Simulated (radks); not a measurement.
Q: Radial electron density D(r) = 4 pi r^2 rho(r) of an atom or ion with 45 electrons. Method: Dirac Kohn-Sham, Slater X-alpha with alpha = 0.571, spin-unpolarised, spherical densities, finite nucleus; Fermi nuclear charge, rms radius of each element as measured or else 0.836 A^(1/3) + 0.57 fm; computed with a radial shooting solver on a logarithmic mesh with Libxc functionals.

r (bohr),D(r) (e/bohr)
0.001291,1.679
0.001736,2.822
0.002333,4.678
0.003137,7.613
0.004184,11.94
0.005626,18.35
0.007564,26.98
0.01009,37.10
0.01356,47.72
0.01824,55.60
0.02452,57.61
0.0327,53.71
0.04396,49.33
0.05911,53.30
0.07947,65.70
0.106,71.28
0.1425,59.33
0.1916,46.77
0.2576,52.41
0.3436,54.38
0.4619,33.93
0.621,16.11
0.8283,14.96
1.114,13.82
1.497,7.916
2.013,3.471
2.685,1.514
3.61,0.6095
4.853,0.1942
6.525,0.04109
8.703,0.005159
11.7,0.0002817

What is the nuclear charge?

A: Z = 45. The innermost maximum, from 1s, lies near gamma/Z bohr with gamma = sqrt(1 - (Z/c)^2) = 0.945, here 0.021 bohr (found: 0.0230), and its height grows with Z. The density is that of neutral rhodium in [Kr] 4d8 5s1; the configuration itself is not fixed sharply by these data, and Z only to a few units. D(r) has 4 maxima, at r = 0.0230, 0.101, 0.310, 0.919 bohr, and minima at 0.0461, 0.201, 0.723 bohr, inside which lie 2.06, 11.17, 29.18 electrons.
